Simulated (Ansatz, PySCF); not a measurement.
Species: CH₂BF₂O (charge 0, doublet). It need not be the lowest isomer of its formula. 
Coordinates optimised at B3LYP-D3(BJ)/def2-TZVP (Ansatz, an electronic-structure program):
SMILES: [CH2]OB(F)F
```xyz
7

B      0.4771     0.0645    -0.0248
F      0.6860    -1.2355    -0.1945
F      1.5167     0.8790     0.0044
O     -0.7641     0.5843     0.1205
C     -1.9076    -0.1580     0.0932
H     -2.8127     0.3922     0.2818
H     -1.8385    -1.2326     0.0299
```
Charge 0, spin multiplicity 2.

Total electronic energies in hartree. Correlated levels leave the core frozen unless marked. UHF or UKS for open shells. No spin-orbit coupling. No relativistic terms. Basis-set limits of correlation are two-point, X^-3; Hartree-Fock from the larger set. [CCSD(T)-MP2]/basis is that difference in the basis named.

```json
[
 {"level": "HF/cc-pVDZ", "program": "Ansatz", "energy (Eh)": "-337.59856"},
 {"level": "HF/cc-pwCVTZ", "program": "Ansatz", "energy (Eh)": "-337.72250"},
 {"level": "HF/def2-TZVPD", "program": "PySCF", "energy (Eh)": "-337.73707"},
 {"level": "RI-HF/cc-pVQZ", "program": "Ansatz", "energy (Eh)": "-337.74676"},
 {"level": "PBE/def2-TZVPD", "program": "Ansatz", "energy (Eh)": "-338.95963"},
 {"level": "BLYP-D4/def2-TZVPD", "program": "Ansatz + dftd4", "energy (Eh)": "___"},
 {"level": "r2SCAN-D4/def2-TZVPD", "program": "Ansatz + dftd4", "energy (Eh)": "-339.16893"},
 {"level": "B3LYP-D4/def2-TZVPD", "program": "Ansatz + dftd4", "energy (Eh)": "-339.33492"},
 {"level": "BHLYP-D3(BJ)/def2-TZVPD", "program": "Ansatz + dftd3", "energy (Eh)": "-339.18987"},
 {"level": "r2SCANh-D4/def2-TZVPD", "program": "Ansatz + dftd4", "energy (Eh)": "-339.15182"},
 {"level": "HSE06-D4/def2-TZVPD", "program": "Ansatz + dftd4", "energy (Eh)": "-338.95698"},
 {"level": "HSE06/def2-TZVPD", "program": "Ansatz", "energy (Eh)": "-338.95417"},
 {"level": "CAM-B3LYP-D3(BJ)/def2-TZVPD", "program": "Ansatz + dftd3", "energy (Eh)": "-339.22536"},
 {"level": "B2GP-PLYP-D3(BJ)/def2-TZVPD", "program": "Ansatz + dftd3", "energy (Eh)": "___"},
 {"level": "B2PLYP-D3(BJ)/def2-TZVPD", "program": "Ansatz + dftd3", "energy (Eh)": "-339.11570"},
 {"level": "PBE-QIDH/def2-TZVPD", "program": "Ansatz", "energy (Eh)": "___"},
 {"level": "RPA@PBE/cc-pVTZ", "program": "Ansatz", "energy (Eh)": "-339.14783"},
 {"level": "MP2/6-31G", "program": "Ansatz", "energy (Eh)": "-337.93957"},
 {"level": "RI-MP2/CBS(cc-pVTZ,cc-pVQZ)", "program": "Ansatz", "energy (Eh)": "-338.8512"},
 {"level": "SCS-MP2/6-31G", "program": "Ansatz", "energy (Eh)": "-337.92636"},
 {"level": "SCS-MP2/cc-pVDZ", "program": "Ansatz", "energy (Eh)": "-338.31734"},
 {"level": "CCSD(T)/cc-pVDZ", "program": "Ansatz", "energy (Eh)": "-338.38315"},
 {"level": "RI-MP2/CBS(cc-pVTZ,cc-pVQZ)+[CCSD(T)-MP2]/cc-pVTZ", "program": "Ansatz", "energy (Eh)": "-338.8990"}
]
```

Problem. Complete the blanks.

Solution. 
- BLYP-D4/def2-TZVPD, energy (Eh): -339.27919
- B2GP-PLYP-D3(BJ)/def2-TZVPD, energy (Eh): -339.05759
- PBE-QIDH/def2-TZVPD, energy (Eh): -338.92613
